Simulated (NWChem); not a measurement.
The numbers come from NWChem runs, not from measurements. System: H5BGe, charge 0, spin multiplicity 1, at a geometry optimised with B3LYP/def2-SVP. The structure started from a generated list of species. Level: RHF/6-311G** (spherical d).

Input file:

```
start mol
memory heap 200 mb stack 900 mb global 1100 mb
geometry units angstroms nocenter noautoz noautosym
  B     -1.688579    -0.084476    -0.389817
  Ge     0.326007     0.015045     0.070004
  H      1.163018    -1.158485    -0.484498
  H      0.976396     1.335326    -0.403249
  H      0.460538    -0.016802     1.614553
  H     -2.381285     0.896298    -0.281817
  H     -2.208000    -1.115390    -0.736031
end
basis spherical
  * library 6-311g**
end
scf
  rhf
  nopen 0
  maxiter 100
  thresh 1e-7
  semidirect memsize 60000000 filesize 0
end
task scf energy
```

Part of the output:

```
             Northwest Computational Chemistry Package (NWChem) 7.3.0
             --------------------------------------------------------

                                NWChem Input Module
                                -------------------

 Scaling coordinates for geometry "geometry" by  1.889725989
 (inverse scale =  0.529177249)

                             Geometry "geometry" -> ""
                             -------------------------

 Output coordinates in angstroms (scale by  1.889725989 to convert to a.u.)

  No.       Tag          Charge          X              Y              Z
 ---- ---------------- ---------- -------------- -------------- --------------
    1 B                    5.0000    -1.68857900    -0.08447600    -0.38981700
    2 Ge                  32.0000     0.32600700     0.01504500     0.07000400
    3 H                    1.0000     1.16301800    -1.15848500    -0.48449800
    4 H                    1.0000     0.97639600     1.33532600    -0.40324900
    5 H                    1.0000     0.46053800    -0.01680200     1.61455300
    6 H                    1.0000    -2.38128500     0.89629800    -0.28181700
    7 H                    1.0000    -2.20800000    -1.11539000    -0.73603100

 Effective nuclear repulsion energy (a.u.)      94.3192344165

            Nuclear Dipole moment (a.u.)
            ----------------------------
        X                 Y               Z
 ---------------- ---------------- ----------------
    -0.0000075589     0.0000132281     0.0000018897


 Summary of "ao basis" -> "" (spherical)
 ------------------------------------------------------------------------------
       Tag                 Description            Shells   Functions and Types
 ---------------- ------------------------------  ------  ---------------------
 *                          6-311g**                  on all atoms

 Summary of "ao basis" -> "ao basis" (spherical)
 ------------------------------------------------------------------------------
       Tag                 Description            Shells   Functions and Types
 ---------------- ------------------------------  ------  ---------------------
 B                          6-311g**                 8       18   4s3p1d
 Ge                         6-311g**                18       44   8s7p3d
 H                          6-311g**                 4        6   3s1p

                                 NWChem SCF Module
                                 -----------------

  ao basis        = "ao basis"
  functions       =    92
  atoms           =     7
  closed shells   =    21
  open shells     =     0
  charge          =   0.00
  wavefunction    = RHF
  use symmetry    = F
  symmetry adapt  = F

 Summary of "ao basis" -> "ao basis" (spherical)
 ------------------------------------------------------------------------------
       Tag                 Description            Shells   Functions and Types
 ---------------- ------------------------------  ------  ---------------------
 B                          6-311g**                 8       18   4s3p1d
 Ge                         6-311g**                18       44   8s7p3d
 H                          6-311g**                 4        6   3s1p

 Forming initial guess at       0.1s

      Superposition of Atomic Density Guess
      -------------------------------------

 Sum of atomic energies:       -2102.29617014

      Non-variational initial energy
      ------------------------------

 Total energy =   -2102.910903
[...]
 Maximum no. of iterations :          100
 Final Fock-matrix accuracy:          1.000E-09
 ----------------------------------------------

              iter       energy          gnorm     gmax       time
             ----- ------------------- --------- --------- --------
                 1    -2102.8494058105  4.53D-01  9.20D-02      1.2
                 2    -2102.8776437082  4.09D-02  1.02D-02      1.4
                 3    -2102.8778257120  1.15D-03  3.82D-04      1.7
                 4    -2102.8778259030  8.60D-07  3.54D-07      2.3
                 5    -2102.8778259030  4.03D-09  9.31D-10      2.7

       Final RHF  results
       ------------------

         Total SCF energy =  -2102.877825902962
      One-electron energy =  -3119.297715663812
      Two-electron energy =    922.100655344377
 Nuclear repulsion energy =     94.319234416473

        Time for solution =      1.6s

             Final eigenvalues
             -----------------

              1
    1 -405.2166
    2  -52.1256
    3  -46.2141
    4  -46.2139
    5  -46.2137
    6   -7.6304
    7   -7.1704
    8   -5.1471
    9   -5.1467
   10   -5.1460
   11   -1.6172
   12   -1.6170
   13   -1.6149
   14   -1.6132
   15   -1.6128
   16   -0.7519
   17   -0.6566
   18   -0.5133
   19   -0.4628
   20   -0.4537
   21   -0.4104
   22    0.0455
   23    0.1386
   24    0.1508
   25    0.1666
   26    0.1680
   27    0.2037
   28    0.2197
   29    0.2450
   30    0.2752
   31    0.3056

                       ROHF Final Molecular Orbital Analysis
                       -------------------------------------

 Vector   19  Occ=2.000000D+00  E=-4.627574D-01
              MO Center=  5.3D-01,  2.0D-01,  6.0D-01, r^2= 2.3D+00
   Bfn.  Coefficient  Atom+Function         Bfn.  Coefficient  Atom+Function
  ----- ------------  ---------------      ----- ------------  ---------------
    76      0.270091  5 H  s                 44      0.207053  2 Ge pz
    41      0.186694  2 Ge pz                70     -0.185835  4 H  s
    77      0.186169  5 H  s

 Vector   20  Occ=2.000000D+00  E=-4.537216D-01
              MO Center=  4.6D-01, -1.2D-01, -2.9D-01, r^2= 3.3D+00
   Bfn.  Coefficient  Atom+Function         Bfn.  Coefficient  Atom+Function
  ----- ------------  ---------------      ----- ------------  ---------------
    64      0.254293  3 H  s                 70     -0.202525  4 H  s
    43     -0.195500  2 Ge py                40     -0.181711  2 Ge py
    65      0.176219  3 H  s

 Vector   21  Occ=2.000000D+00  E=-4.104126D-01
              MO Center= -6.8D-01, -2.9D-02, -1.2D-01, r^2= 2.7D+00
   Bfn.  Coefficient  Atom+Function         Bfn.  Coefficient  Atom+Function
  ----- ------------  ---------------      ----- ------------  ---------------
     7      0.262011  1 B  px                42     -0.229913  2 Ge px
    39     -0.197945  2 Ge px                11      0.162884  1 B  px
     3      0.157610  1 B  px

 Vector   22  Occ=0.000000D+00  E= 4.548107D-02
              MO Center= -1.4D+00, -7.4D-02, -3.7D-01, r^2= 3.4D+00
   Bfn.  Coefficient  Atom+Function         Bfn.  Coefficient  Atom+Function
  ----- ------------  ---------------      ----- ------------  ---------------
    13      0.580348  1 B  pz                77     -0.458684  5 H  s
    47      0.406461  2 Ge pz                71      0.297105  4 H  s
     9      0.198807  1 B  pz                 5      0.151883  1 B  pz

 Vector   23  Occ=0.000000D+00  E= 1.386491D-01
              MO Center=  7.2D-01, -1.6D-02,  1.5D-01, r^2= 7.5D+00
   Bfn.  Coefficient  Atom+Function         Bfn.  Coefficient  Atom+Function
  ----- ------------  ---------------      ----- ------------  ---------------
    10      1.801375  1 B  s                 45      1.789417  2 Ge px
    47      0.609412  2 Ge pz                77     -0.586108  5 H  s
    71     -0.549889  4 H  s                 11      0.453234  1 B  px
    65     -0.382481  3 H  s                 89     -0.308983  7 H  s
    83     -0.304725  6 H  s                 46      0.231906  2 Ge py

 Vector   24  Occ=0.000000D+00  E= 1.507512D-01
              MO Center= -2.9D-03,  3.6D-01,  6.5D-01, r^2= 6.5D+00
   Bfn.  Coefficient  Atom+Function         Bfn.  Coefficient  Atom+Function
  ----- ------------  ---------------      ----- ------------  ---------------
    46      2.117230  2 Ge py                65      1.529471  3 H  s
    71     -1.143945  4 H  s                 47      0.524782  2 Ge pz
    12     -0.509195  1 B  py                10     -0.404927  1 B  s
    45     -0.398035  2 Ge px                77     -0.345702  5 H  s
    83      0.323474  6 H  s

 center of mass
 --------------
 x =   0.07359901 y =   0.00257544 z =   0.01239004

 moments of inertia (a.u.)
 ------------------
          39.258545423574          -7.883303900641         -39.316277465221
          -7.883303900641         206.985606396049          -3.599848310480
         -39.316277465221          -3.599848310480         205.641180384977

  Mulliken analysis of the total density
  --------------------------------------

    Atom       Charge   Shell Charges
 -----------   ------   -------------------------------------------------------
    1 B    5     5.03   1.13  0.86  0.38  0.67  0.97  0.48  0.50  0.04
    2 Ge  32    31.56   0.77  1.19  1.04  0.94  0.86  1.18  0.90  0.32  0.50  5.48  4.53  1.46  0.85  1.16  0.23  8.16  1.79  0.19
    3 H    1     1.13   0.23  0.59  0.30  0.01
    4 H    1     1.13   0.23  0.59  0.30  0.01
    5 H    1     1.13   0.23  0.59  0.30  0.01
    6 H    1     1.01   0.25  0.58  0.16  0.02
    7 H    1     1.01   0.25  0.58  0.16  0.02

       Multipole analysis of the density wrt the origin
       ------------------------------------------------

     L   x y z        total         open         nuclear
     -   - - -        -----         ----         -------
     0   0 0 0     -0.000000      0.000000     42.000000

     1   1 0 0     -0.245967      0.000000     -0.000008
     1   0 1 0     -0.018521      0.000000      0.000013
     1   0 0 1     -0.098752      0.000000      0.000002

     2   2 0 0    -21.601117      0.000000    109.707776
     2   1 1 0      0.072110      0.000000      4.097243
     2   1 0 1     -0.261129      0.000000     21.798051
     2   0 2 0    -21.402092      0.000000     18.626081
     2   0 1 1     -0.342994      0.000000      2.722616
     2   0 0 2    -20.043500      0.000000     16.219404

 Task  times  cpu:        2.7s     wall:        2.7s

 Total times  cpu:        2.7s     wall:        2.7s
```
